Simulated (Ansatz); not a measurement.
`[NH2][Ta]([NH2])(=[S])[Cl]` + H–F → `[NH2][Ta]([F])(=[S])[Cl]` + NH₃ at 600 K and 1 bar (ligand exchange at a Ta–N bond).

Program: Ansatz. Geometries: PBE0-D4/def2-TZVP. ΔE: electronic, gas phase. CBS: MP2 limit from def2 TZ/QZ plus the TZ coupled-cluster correction, frozen cores. This one scheme is used for every species. def2 core potentials past Kr. For Ta outer-core shells are correlated without core-valence functions, which leaves a few kJ/mol of doubt a bond. Each species was taken in one conformer, which may not be the lowest.

| species | CCSD(T)/CBS energy (Eh) | H − E (kJ/mol) | S (J/(mol·K)) |
| --- | --- | --- | --- |
| `[NH2][Ta]([NH2])(=[S])[Cl]` | -1026.46020 | 207.4 | 483.3 |
| H–F | -100.39570 | 42.3 | 194.0 |
| `[NH2][Ta]([F])(=[S])[Cl]` | -1070.37365 | 138.1 | 453.0 |
| NH₃ | -56.50880 | 112.4 | 219.5 |

H − E and S are ideal-gas, rigid-rotor, harmonic terms from PBE0-D4/def2-TZVP, for one conformer and one mirror image of each species. 1 Eh = 2625.50 kJ/mol, R = 8.31446 J/(mol·K).

Problem. By hand: ΔE, ΔH, ΔS and ΔG.

Solution. ΔE = (-1070.37365) + (-56.50880) − (-1026.46020) − (-100.39570) = -0.02655 Eh = -69.7 kJ/mol. Δ(H − E) = 138.1 + 112.4 − 207.4 − 42.3 = 0.8, so ΔH = -68.9 kJ/mol. ΔS = 453.0 + 219.5 − 483.3 − 194.0 = -4.8 J/(mol·K). ΔG = -68.9 − 600 × (-4.8)/1000 = -66.0 kJ/mol.

Problem. By hand: the equilibrium constant, and the temperature at which ΔG would vanish if ΔH and ΔS stayed fixed.

Solution. log₁₀ K = −ΔG/(RT ln 10) = 5.7. ΔG = 0 at ΔH/ΔS = 14354 K, far beyond where these terms or the molecules hold.

The number of gas molecules stays the same, so ΔS is small and ΔH decides. A doubt of 5 kJ/mol in ΔE shifts log₁₀ K by 0.4 here. Other conformers and mirror images would add mixing entropy, several J/(mol·K) or more a flexible species. These are equilibria of isolated gas molecules and say nothing of rates. Largest T1 diagnostic: 0.020 (customary marks: 0.02 for closed shells, 0.045 for open ones).
